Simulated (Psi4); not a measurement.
Internal rotation in SMILES [CH3][Al]([CH3])[NH][SiH2]N (C₂H₁₁AlN₂Si). Scanned: dihedral N3–Si1–N2–H9; all other coordinates were relaxed at GFN2-xTB.

Atom numbering (GFN2-xTB optimised geometry, Å):
```
17

Si     2.1568    -1.0843     0.0320
N      2.5633     0.5813    -0.1154
N      0.4193    -1.1134     0.0962
Al    -0.9927     0.0107    -0.0128
C     -0.7571     1.9870    -0.1353
C     -2.7827    -0.8740     0.0070
H      2.6859    -1.7446    -1.1685
H      2.6654    -1.7687     1.2395
H      1.9913     1.2358     0.3938
H      3.5328     0.8445    -0.0588
H      0.0984    -2.0729     0.1861
H     -1.6879     2.4876    -0.4201
H     -0.4338     2.4418     0.8067
H     -0.0046     2.2532    -0.8840
H     -2.9509    -1.4901    -0.8824
H     -3.6023    -0.1514     0.0501
H     -2.9013    -1.5423     0.8661
```

- PBE-D3(BJ)/def2-TZVP // GFN2-xTB (Psi4)
- B3LYP-D3(BJ)/def2-TZVP // GFN2-xTB (Psi4)
- M06-2X/def2-TZVP // GFN2-xTB (Psi4)

Energies in kcal/mol, each method relative to its own lowest point.

```tsv
φ / °	PBE-D3(BJ)/def2-TZVP	B3LYP-D3(BJ)/def2-TZVP	M06-2X/def2-TZVP
-150	2.5	2.2	2.0
-120	1.7	1.6	1.4
-90	0.4	0.3	0.3
-60	0.0	0.0	0.0
-30	0.9	0.8	0.7
0	2.1	1.8	1.5
30	2.0	1.7	1.5
60	0.4	0.2	0.1
90	0.3	0.3	0.2
120	1.6	1.5	1.3
150	2.5	2.3	2.0
180	1.0	0.7	0.4
```
